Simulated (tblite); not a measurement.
C5H9F2GaO.
SMILES with atom numbers: `[CH3:1][CH:2]([CH3:3])[O:4]/[C:5]([F:6])=[CH:7]\[GaH:8][F:9]` (hydrogens: H10, H11, H12 on C1; H13 on C2; H14, H15, H16 on C3; H17 on C7; H18 on Ga8)

Computed with GFN2-xTB (tblite), gas phase: L-BFGS steps from a force-field or distance-geometry start until the largest atomic force falls under 0.01 eV/Å.

Step 69: E = -818.3766 eV
```
atom  x, y, z in Å  |  force x, y, z in eV/Å
C1     -1.4290    1.1468   -1.1191   -0.029  -0.002   0.042
C2     -1.1004   -0.1382   -0.3758    0.004  -0.020  -0.045
C3     -1.6337   -0.1404    1.0544    0.045  -0.011  -0.068
O4      0.3353   -0.2331   -0.4018   -0.083  -0.021   0.052
C5      0.9454   -1.3257    0.0904    0.012  -0.017  -0.017
F6      0.1924   -2.4428    0.1027   -0.015  -0.003   0.009
C7      2.2088   -1.2502    0.4730    0.002  -0.007  -0.006
Ga8     2.7025    0.6428    0.1016   -0.029   0.011   0.025
F9      4.4193    0.9634   -0.0425   -0.012   0.007  -0.036
H10    -2.5043    1.2529   -1.2127   -0.044  -0.009  -0.062
H11    -0.9739    1.1271   -2.1079   -0.055   0.033   0.054
H12    -1.0441    2.0013   -0.5675    0.062  -0.007  -0.019
H13    -1.5192   -0.9992   -0.9156    0.063  -0.024  -0.028
H14    -1.3109   -1.0375    1.5760   -0.005  -0.019   0.052
H15    -1.2792    0.7312    1.5994    0.037   0.018  -0.016
H16    -2.7198   -0.1325    1.0334   -0.002   0.039   0.005
H17     2.7724   -2.1141    0.7884   -0.003  -0.010   0.016
H18     1.9297    1.9545   -0.0882    0.052   0.042   0.043
```

Step 70: E = -818.3783 eV
```
atom  x, y, z in Å  |  force x, y, z in eV/Å
C1     -1.4323    1.1450   -1.1262   -0.023  -0.009   0.050
C2     -1.1002   -0.1340   -0.3743    0.050  -0.032  -0.064
C3     -1.6299   -0.1356    1.0571    0.061  -0.015  -0.094
O4      0.3368   -0.2285   -0.4027   -0.054   0.028   0.042
C5      0.9477   -1.3226    0.0844   -0.025  -0.007   0.001
F6      0.1919   -2.4377    0.0824    0.000  -0.043   0.017
C7      2.2072   -1.2503    0.4808   -0.024  -0.031  -0.017
Ga8     2.7037    0.6423    0.1189   -0.020   0.025   0.016
F9      4.4196    0.9482   -0.0742   -0.033   0.013  -0.034
H10    -2.5083    1.2491   -1.2126   -0.046   0.008  -0.053
H11    -0.9863    1.1153   -2.1188   -0.049   0.029   0.050
H12    -1.0397    2.0042   -0.5875    0.046  -0.007  -0.012
H13    -1.5161   -0.9974   -0.9108    0.046  -0.043  -0.031
H14    -1.2834   -1.0227    1.5809   -0.011  -0.007   0.068
H15    -1.2960    0.7482    1.5953    0.044   0.013  -0.014
H16    -2.7150   -0.1548    1.0370   -0.028   0.041   0.014
H17     2.7646   -2.1196    0.7920    0.004  -0.003   0.015
H18     1.9270    1.9574   -0.0334    0.064   0.039   0.047
```

Step 71: E = -818.3802 eV
```
atom  x, y, z in Å  |  force x, y, z in eV/Å
C1     -1.4377    1.1427   -1.1314   -0.017  -0.017   0.041
C2     -1.1006   -0.1315   -0.3740    0.083  -0.040  -0.066
C3     -1.6267   -0.1331    1.0581    0.085  -0.009  -0.130
O4      0.3370   -0.2228   -0.4009    0.004   0.079   0.018
C5      0.9503   -1.3181    0.0800   -0.067   0.003   0.023
F6      0.1922   -2.4309    0.0654    0.011  -0.092   0.024
C7      2.2061   -1.2487    0.4891   -0.048  -0.049  -0.030
Ga8     2.7058    0.6428    0.1341   -0.015   0.018   0.011
F9      4.4188    0.9345   -0.1010   -0.035   0.019  -0.033
H10    -2.5144    1.2432   -1.2140   -0.037   0.030  -0.028
H11    -1.0000    1.1061   -2.1266   -0.031   0.019   0.022
H12    -1.0366    2.0051   -0.6046    0.015  -0.002   0.004
H13    -1.5113   -0.9973   -0.9090    0.024  -0.060  -0.033
H14    -1.2693   -1.0143    1.5814    0.008  -0.041   0.101
H15    -1.3028    0.7551    1.5921    0.071   0.049   0.007
H16    -2.7090   -0.1644    1.0421   -0.120   0.036   0.006
H17     2.7576   -2.1234    0.7964    0.010   0.005   0.012
H18     1.9320    1.9612    0.0111    0.059   0.051   0.049
```

Step 72: E = -818.3807 eV
```
atom  x, y, z in Å  |  force x, y, z in eV/Å
C1     -1.4445    1.1391   -1.1431    0.003  -0.007   0.004
C2     -1.0986   -0.1253   -0.3740    0.087  -0.043  -0.047
C3     -1.6178   -0.1235    1.0598   -0.013  -0.007   0.025
O4      0.3389   -0.2127   -0.3990    0.104   0.117  -0.020
C5      0.9531   -1.3137    0.0692   -0.097   0.000   0.060
F6      0.1940   -2.4259    0.0228    0.047  -0.104   0.036
C7      2.2011   -1.2505    0.5049   -0.111  -0.088  -0.059
Ga8     2.7062    0.6409    0.1668    0.027   0.072  -0.010
F9      4.4149    0.9063   -0.1659   -0.129   0.023  -0.015
H10    -2.5232    1.2372   -1.2154   -0.001   0.062   0.021
H11    -1.0256    1.0850   -2.1453   -0.013   0.007   0.004
H12    -1.0246    2.0098   -0.6429   -0.051  -0.036   0.018
H13    -1.5046   -0.9966   -0.9023    0.011  -0.076  -0.038
H14    -1.2119   -0.9827    1.5968   -0.072   0.133   0.025
H15    -1.3366    0.7949    1.5789    0.028  -0.135  -0.080
H16    -2.7031   -0.2101    1.0500    0.073   0.050   0.022
H17     2.7438   -2.1343    0.8037    0.010   0.023   0.003
H18     1.9298    1.9684    0.1232    0.099   0.012   0.052
```

Q: Estimate the geometry and energy of step 73. (The exact step hangs on the optimiser's Hessian estimate; all steps are aligned on step 72, rigid shifts and turns removed.)

A: E = -818.3850 eV, largest force 0.164 eV/Å
```
atom  x, y, z in Å  |  force x, y, z in eV/Å
C1     -1.4486    1.1376   -1.1382   -0.006  -0.021  -0.019
C2     -1.1001   -0.1301   -0.3773    0.064  -0.031  -0.013
C3     -1.6198   -0.1286    1.0558    0.015  -0.016  -0.048
O4      0.3368   -0.2107   -0.3944    0.124   0.099  -0.043
C5      0.9529   -1.3107    0.0742   -0.118   0.006   0.048
F6      0.1949   -2.4225    0.0361    0.012  -0.134   0.027
C7      2.2021   -1.2479    0.5038   -0.052  -0.049  -0.047
Ga8     2.7090    0.6427    0.1583   -0.025   0.005   0.016
F9      4.4127    0.9133   -0.1502   -0.026   0.028  -0.036
H10    -2.5271    1.2340   -1.2175    0.009   0.064   0.047
H11    -1.0266    1.0923   -2.1378    0.015  -0.002  -0.058
H12    -1.0290    2.0037   -0.6321   -0.063  -0.001   0.041
H13    -1.5021   -1.0009   -0.9098    0.012  -0.068  -0.028
H14    -1.2437   -0.9995    1.5860    0.000  -0.004   0.081
H15    -1.3102    0.7714    1.5807    0.077   0.017  -0.009
H16    -2.7024   -0.1782    1.0513   -0.096   0.028  -0.013
H17     2.7460   -2.1301    0.8042    0.007   0.020   0.004
H18     1.9465    1.9705    0.0952    0.049   0.059   0.049
```

The energy changes by -0.0043 eV. The first-order estimate −F·Δx gives -0.0075 eV and the mean of the old and new forces, exact on a quadratic surface, -0.0044 eV. The step makes an angle of 77° with the force vector and moves no atom by more than 0.038 Å.

The cost below is that of the whole relaxation. Time: 2.0 s wall. Hardware: one thread of an Arm Neoverse N1, shared host with 64 logical CPUs at a one-minute load of 52.
